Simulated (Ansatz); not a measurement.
CH5F2NZr, SMILES `[CH3][Zr]([NH2])([F])[F]`, relaxed with RKS PBE0-D4/def2-TZVP in the Gaussian-basis code of Ansatz from a GFN2-xTB geometry. The force threshold is 0.005 eV/Å; the program also tests the step.

The species carries charge 0 and has multiplicity 1. Zr takes the def2 core potential.

Start:

```xyz
10

C    -0.933    1.346   -0.284
Zr    0.272   -0.504   -0.524
N     0.918   -1.141    1.271
F    -0.920   -1.722   -1.313
F     1.695    0.014   -1.634
H    -0.710    2.001   -1.148
H    -2.012    1.111   -0.312
H    -0.737    1.923    0.634
H     1.894   -1.058    1.572
H     0.533   -1.969    1.738
```

| step | energy (eV) | largest force (eV/Å) | largest move (Å) |
| --- | --- | --- | --- |
| 1 | -9323.5894 | 1.090 | 0.000 |
| 2 | -9323.6264 | 1.088 | 0.164 |
| 3 | -9323.6541 | 1.098 | 0.124 |
| 4 | -9323.6824 | 0.170 | 0.123 |
| 5 | -9323.6862 | 0.133 | 0.053 |
| 6 | -9323.6884 | 0.100 | 0.050 |
| 7 | -9323.6906 | 0.017 | 0.069 |
| 8 (rejected) | -9323.6862 | 0.370 | 0.158 |
| 9 | -9323.6916 | 0.027 | 0.055 |
| 10 (rejected) | -9323.6912 | 0.191 | 0.098 |
| 11 (rejected) | -9323.6901 | 0.194 | 0.049 |
| 12 | -9323.6921 | 0.010 | 0.024 |
| 13 | -9323.6926 | 0.043 | 0.050 |
| 14 | -9323.6928 | 0.052 | 0.032 |
| 15 | -9323.6928 | 0.046 | 0.027 |
| 16 | -9323.6930 | 0.020 | 0.011 |
| 17 | -9323.6930 | 0.007 | 0.003 |
| 18 | -9323.6930 | 0.002 | 0.004 |

End:

```xyz
10

C    -0.888    1.304   -0.258
Zr    0.337   -0.506   -0.643
N     0.831   -1.204    1.186
F    -0.817   -1.731   -1.546
F     1.886    0.105   -1.576
H    -1.204    1.758   -1.205
H    -1.791    1.067    0.316
H    -0.329    2.059    0.305
H     1.666   -0.963    1.703
H     0.309   -1.887    1.718
```

It took 40 s on 4 threads of a server CPU on a shared host, with 0.5 GiB of host memory at the peak.
